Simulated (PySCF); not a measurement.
sulfur difluoride (F2S), SMILES FSF. Atoms are numbered in the order given.

```xyz
3

F      0.0000    -1.2073     0.4897
S      0.0000     0.0000    -0.5509
F      0.0000     1.2073     0.4897
```

Coordinates come from a ωB97X-D3(BJ)/def2-TZVP optimisation.

Computed with PBE0/pcJ-1 in PySCF.

Isotropic couplings with Fermi-contact, spin-dipole and both spin-orbit terms, one fixed conformer, no vibrational averaging. Isotopes: 19F.

Computed spin–spin coupling constants:
```csv
pair,bonds apart,J (Hz)
F1–F3,2,1264.6
```
